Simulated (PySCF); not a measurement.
Excitations are Tamm–Dancoff values on a coarser integration grid. The basis has no diffuse functions, so Rydberg states are missing or too high.

Z-matrix (Å, degrees):
```
Al
N 1 1.7723
H 2 1.0072 1 125.19
H 2 1.0072 3 109.64 1 179.98
N 1 1.7723 2 119.99 3 -168.50
H 5 1.0072 1 125.18 2 11.52
H 5 1.0072 6 109.64 1 179.99
N 1 1.7723 2 120.01 3 11.51
H 8 1.0072 1 125.18 2 -168.49
H 8 1.0072 9 109.64 1 179.98
```
Charge 0, spin multiplicity 1.

Q: Predict the HOMO–LUMO gap, T1 excitation (TDA) and brightest of the four lowest singlets (TDA) from r2SCAN-D4/def2-TZVP (PySCF).

A: 
The HOMO–LUMO gap comes out as 5.67 eV. The T1 excitation (TDA) is 5.30 eV and the brightest of the four lowest singlets (TDA) comes out as 6.59 eV.
